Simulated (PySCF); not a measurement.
Gas-phase reaction: 2 GeH2 + 4 CH3 + C4H8 (cis-2-butene) = 2 Ge(CH3)4

Energies from PySCF, thermal terms from the rigid-rotor harmonic-oscillator model, ideal gas at 1 bar. † marks an energy on the PBE0/def2-TZVP geometry and frequencies; other levels use their own. MP2 freezes the core. 6-31G* has spherical d functions here. Open shells (unrestricted): CH3 (multiplicity 2); the rest are closed-shell singlets. Ge: all electrons, no relativistic terms. GeH2: computed as isolated molecules; such fragments, hydroxides, amides, oligomers or adducts are transient or little studied in the gas. MP2 isn't extrapolated to the basis-set limit.

MP2/def2-SVP† gives ΔH°(298 K) = -1320 kJ.

### Question
What do HF/6-31G*, ωB97X-V/def2-TZVP†, PBE/def2-SVP give?

### Answer
HF/6-31G*: -919 kJ; ωB97X-V/def2-TZVP†: -1339 kJ; PBE/def2-SVP: -1282 kJ. For scale, ΔH°(298 K) is -1320 kJ at this level, -1308 kJ at ωB97M-V/def2-TZVP†, and runs from -1530 to -919 kJ over the 18 levels computed.
